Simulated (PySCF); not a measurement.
Br3Ge, SMILES [Ge]([Br])([Br])[Br], doublet at its PBE0/def2-SVP optimised geometry (Å):

```
4

Br     1.5411    -1.0953     0.0000
Ge    -0.7786    -1.0953     0.0000
Br    -1.5411     1.0953     0.0000
Br    -1.5426    -2.1682     1.9094
```

Level of theory: unrestricted PBE0/def2-TZVP run with PySCF 2.14.0.

Map of the Laplacian of the electron density (e/bohr⁵), clipped to [-1.50, 1.50] on the plane z = 1.5 Å:

```
|                             |
|                             |
|                             |
|                             |
|                             |
|                             |
|                             |
|                             |
|                             |
|                             |
|                             |
|                             |
|                             |
|                             |
|                             |
|                             |
|                             |
|                             |
|                             |
|                             |
|       .@@-                  |
|       @@@@                  |
|       @@@@                  |
|       :@@*                  |
|                             |
|                             |
|                             |
|                             |
|                             |
```
Scale: ten equal steps from -0.039 (start of ' ') to 1.50 (end of '@'), in the order ' .:-=+*#%@'; x runs from -4.00 to 4.00, y from -4.00 (bottom) to 4.00 (top).
